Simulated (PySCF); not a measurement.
PySCF 2.14 output of a UHF calculation on a single atom or ion in aug-cc-pVTZ (5s4p3d2f, 46 functions), with the non-relativistic Hamiltonian (point nucleus):

```
SCF conv_tol = 1e-09
number electrons alpha = 3  beta = 1
cycle= 1 E= -14.5130924670641  delta_E= -0.00186  |g|= 0.012  |ddm|= 0.0445
cycle= 2 E= -14.5133326164418  delta_E= -0.00024  |g|= 0.00434  |ddm|= 0.0174
cycle= 3 E= -14.5133717972288  delta_E= -3.92e-05  |g|= 0.00027  |ddm|= 0.0109
cycle= 4 E= -14.5133719907274  delta_E= -1.93e-07  |g|= 4.53e-05  |ddm|= 0.00129
cycle= 5 E= -14.5133719975156  delta_E= -6.79e-09  |g|= 1.11e-05  |ddm|= 0.000371
cycle= 6 E= -14.513371997933  delta_E= -4.17e-10  |g|= 1e-06  |ddm|= 0.00013
converged SCF energy = -14.513371997933  <S^2> = 2.0000082  2S+1 = 3.0000055
```

The run itself started from symmetry-adapted Hartree-Fock orbitals and held the occupation by maximum overlap, so the iterations belong to that start.

Which element, charge and spin multiplicity is this?

Be (beryllium, neutral), multiplicity 3; the state was [He] 2s1 2p1, high-spin 3P determinant (an excited configuration).
